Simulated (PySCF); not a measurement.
C7H15Al.
Numbering: `[CH3:1][CH:2]([CH3:3])[C@H:4]1[CH2:5][CH2:6][CH2:7][AlH:8]1` (hydrogens: H9, H10, H11 on C1; H12 on C2; H13, H14, H15 on C3; H16 on C4; H17, H18 on C5; H19, H20 on C6; H21, H22 on C7; H23 on Al8)

Computed with PySCF 2.14.0, PBE0-D3(BJ)/def2-SVP geometry optimisation, gas phase.

Some entries are withheld. Bonds in one row agree within 0.01 Å.

```tsv
coordinate	value
C1–C2	?
C2–C3	1.525 Å
C2–C4	?
C4–C5	1.542 Å
C5–C6	1.537 Å
C6–C7	1.540 Å
C7–Al8	?
C4–Al8	?
C1–H9, C1–H10, C1–H11	1.102 Å
C2–H12	1.108 Å
C3–H13, C3–H14, C3–H15	1.102 Å
C4–H16	1.114 Å
C5–H17	1.104 Å
C5–H18	1.108 Å
C6–H19	1.106 Å
C6–H20	1.104 Å
C7–H21	1.108 Å
C7–H22	1.101 Å
Al8–H23	1.595 Å
C1–C2–C3	?
C1–C2–C4	112.5°
C3–C2–C4	111.3°
C2–C4–C5	115.4°
C2–C4–Al8	?
C5–C4–Al8	99.6°
C4–C5–C6	111.8°
C5–C6–C7	111.3°
C6–C7–Al8	?
C4–Al8–C7	96.9°
```

Problem. Fill in the missing values.

Solution. 
- C1–C2 = 1.528 Å, drawn single (methyl carbon to sp3 CH carbon); 0.01 Å above the sum of covalent radii, 1.52 Å.
- C2–C4 = 1.533 Å, drawn single (both ends sp3 CH carbon); 0.01 Å above the sum of covalent radii, 1.52 Å.
- C7–Al8 = 1.965 Å, drawn single (ends: ring CH2 carbon; aluminium bonded to 2 C and H); equal to the sum of covalent radii, 1.97 Å.
- C4–Al8 = 1.980 Å, drawn single (ends: sp3 CH carbon; aluminium bonded to 2 C and H); 0.01 Å above the sum of covalent radii, 1.97 Å.
- C1–C2–C3 = 110.3°, at the sp3 CH carbon; the outer atoms are 2.505 Å apart.
- C2–C4–Al8 = 121.4°, at the sp3 CH carbon; the outer atoms are 3.073 Å apart.
- C6–C7–Al8 = 100.4°, at the ring CH2 carbon, inside a 5-membered ring; the outer atoms are 2.706 Å apart.

Radii are Cordero's, carbon taken as 0.76, 0.73 or 0.69 Å for four, three, and two or fewer neighbours.

PBE0-D3(BJ)/def2-SVP frequencies: not computed here. The numbers are those of one conformer (C1–C2–C4–C5 57°, C2–C4–C5–C6 168°, C4–C5–C6–C7 -52°, C5–C6–C7–Al8 36°, C6–C7–Al8–C4 -13°).
